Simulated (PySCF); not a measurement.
Al(F)(Br)(Et) (C2H5AlBrF), SMILES [F][Al]([CH2]C)[Br].

The structure is a stationary point at B3LYP-D3(BJ)/def2-SVP. The structure was generated by enumeration; whether it is a known compound was not checked. One conformer was computed; it need not be the lowest.

Computed with PBE/def2-TZVP in PySCF.

The molecule is in vacuum.

```yaml
total_energy: -2995.15306 hartree
highest_occupied_level: -7.04 eV
lowest_empty_level: -1.50 eV
orbital_gap: 5.54 eV
dipole_moment: 2.25 D
quadrupole, principal values (traceless, Buckingham form, about the centre of nuclear charge): -7.45, 1.76, 5.69 D·Å
mean_static_polarisability: 70.2 bohr³ (10.40 Å³)
polarisability_principal_values: 55.8, 62.3, 92.4 bohr³
```
